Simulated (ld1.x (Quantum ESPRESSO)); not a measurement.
Logarithmic derivatives: iridium, TM

| Property | Result |
| --- | --- |
| Element | Ir (Z = 77) |
| Generator | ld1.x (Quantum ESPRESSO) 7.5 |
| Type | norm-conserving Troullier–Martins (Kleinman–Bylander form) |
| Functional | PBEsol |
| Relativity | scalar-relativistic |
| Frozen core | [Kr] 4d10 4f14 |
| Valence charge | 17 |
| Reference configuration | 5s2 5p6 5d6 6s0 6p0 (charge +3) |
| Partial waves | 5s (bound): rc 0.95 bohr; 5p (bound): rc 1.75 bohr; 5d (bound): rc 1.55 bohr |
| Local potential | all-electron potential smoothed inside 1.00 bohr (lloc = -1) |
| Core correction | none |

The phase is arctan(r·u′/u) with u = r·R(r), unwrapped; energies in Ry, scanned from -12 to 5 Ry. A pole is an energy at which the radial function vanishes at the test radius. The pseudo phase is shifted by a multiple of π to meet the all-electron one at the reference energy, and phase errors are pseudo minus all-electron; the curves can meet again beyond the range given. Levels narrower than the energy grid can be missing from the lists of poles.

Question: For each channel, where are the poles, and over which energies does the pseudopotential scatter like the atom?

Answer:

```json
{"channel": "s", "radius (bohr)": "1.89", "reference energy (Ry)": "-9.53", "poles, all-electron": "-9.28", "poles, pseudo": "-9.28", "unbroken range about the reference energy with phases within 0.05 rad": "the whole range", "phase error 1 Ry above the reference energy (rad)": "+0.000"}
{"channel": "p", "radius (bohr)": "1.89", "reference energy (Ry)": "-6.33", "poles, all-electron": "-5.71", "poles, pseudo": "-5.72, 1.42", "unbroken range about the reference energy with phases within 0.05 rad": "below -2.2", "phase error 1 Ry above the reference energy (rad)": "-0.003"}
{"channel": "d", "radius (bohr)": "1.89", "reference energy (Ry)": "-2.71", "poles, all-electron": "-0.94", "poles, pseudo": "-0.95", "unbroken range about the reference energy with phases within 0.05 rad": "below 2.8", "phase error 1 Ry above the reference energy (rad)": "-0.001"}
```

Note: ghost state, extra bound levels that the all-electron valence spectrum of the same l lacks: s at -195.9 eV. A true bound ghost makes a file unfit for plane-wave use.

Phases in the d channel:

```csv
E (Ry),all-electron,pseudo
-12.00,1.394,1.394
-11.76,1.392,1.391
-11.52,1.389,1.389
-11.28,1.386,1.386
-11.04,1.383,1.383
-10.80,1.380,1.380
-10.56,1.377,1.377
-10.32,1.374,1.374
-10.08,1.370,1.370
-9.84,1.367,1.366
-9.60,1.363,1.362
-9.36,1.358,1.358
-9.12,1.354,1.354
-8.88,1.349,1.349
-8.64,1.344,1.344
-8.40,1.338,1.338
-8.16,1.332,1.332
-7.92,1.326,1.325
-7.68,1.319,1.318
-7.44,1.311,1.310
-7.20,1.302,1.302
-6.96,1.293,1.292
-6.72,1.282,1.282
-6.48,1.270,1.270
-6.24,1.257,1.256
-6.00,1.241,1.240
-5.76,1.223,1.222
-5.52,1.202,1.201
-5.28,1.176,1.175
-5.04,1.144,1.143
-4.80,1.104,1.103
-4.56,1.052,1.051
-4.32,0.982,0.980
-4.08,0.883,0.881
-3.84,0.734,0.731
-3.60,0.499,0.497
-3.36,0.134,0.132
-3.12,-0.334,-0.335
-2.88,-0.747,-0.747
-2.64,-1.024,-1.024
-2.40,-1.199,-1.199
-2.16,-1.314,-1.315
-1.92,-1.395,-1.395
-1.68,-1.454,-1.455
-1.44,-1.500,-1.502
-1.20,-1.537,-1.539
-0.96,-1.568,-1.570
-0.72,-1.594,-1.597
-0.48,-1.618,-1.621
-0.24,-1.639,-1.643
0.00,-1.659,-1.663
0.24,-1.677,-1.683
0.48,-1.695,-1.702
0.72,-1.712,-1.721
0.96,-1.730,-1.740
1.20,-1.748,-1.760
1.44,-1.766,-1.781
1.68,-1.786,-1.803
1.92,-1.807,-1.828
2.16,-1.829,-1.856
2.40,-1.854,-1.888
2.64,-1.882,-1.925
2.88,-1.914,-1.969
3.12,-1.951,-2.024
3.36,-1.995,-2.093
3.60,-2.048,-2.183
3.84,-2.114,-2.303
4.08,-2.197,-2.470
4.32,-2.303,-2.700
4.56,-2.443,-3.000
4.80,-2.628,-3.338
```
